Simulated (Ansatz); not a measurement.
Ideal-gas functions of AlBFH3O2, SMILES `B[O][Al]([OH])[F]` at 298.15 K and 1 bar, from an Ansatz frequency run at PBE0-D4/def2-TZVP.

Molar mass 91.81 g/mol, point group Cs (symmetry number 1), electronic degeneracy 1, moments of inertia 77.863, 181.429, 254.859 u Å². Harmonic wavenumbers (cm⁻¹, unscaled): 66, 75, 141, 225, 261, 282, 347, 622, 634, 881, 950, 1009, 1060, 1252, 1468, 2530, 2608, 3968.

Use S(trans) = R[1.5 ln M + 2.5 ln T − 1.1517]; rotational temperatures θ = 24.2544 K / I; S(rot) = R[ln(√π/σ · √(T³/θAθBθC)) + 1.5]; for each mode x = 1.438777 ν̃/T, S = R[x/(eˣ − 1) − ln(1 − e⁻ˣ)] and H = RT x/(eˣ − 1); 1 cm⁻¹ = 0.0119627 kJ/mol; R = 8.31446 J/(mol·K).

Task: By hand: the entropy, in J/(mol·K).

Result: Translation 165.2. Rotation: θ = 0.3115, 0.1337, 0.0952 K, giving 111.3. Vibration, mode by mode: 17.86, 16.81, 11.67, 8.03, 6.92, 6.37, 4.94, 1.73, 1.65, 0.63, 0.48, 0.38, 0.31, 0.14, 0.06, 0.00, 0.00, 0.00, in all 78.0. Electronic 0.0. Sum 354.5 J/(mol·K).

Task: By hand: H − E and G − E in kJ/mol, counted from the electronic energy.

Result: Zero-point energy ½ × 18379 × 0.0119627 = 109.9; thermal vibration 11.9; translation, rotation and pV give 4 RT = 9.9. H − E = 131.7 kJ/mol, and G − E = 131.7 − 298.15 × 354.5/1000 = 26.0 kJ/mol.

Vibration gives 22 % of the entropy, 46.3 J/(mol·K) of it from the modes under 150 cm⁻¹: soft modes count most, and the harmonic formula is weakest for them. The sum counts one conformer and one mirror image; others add a mixing term.
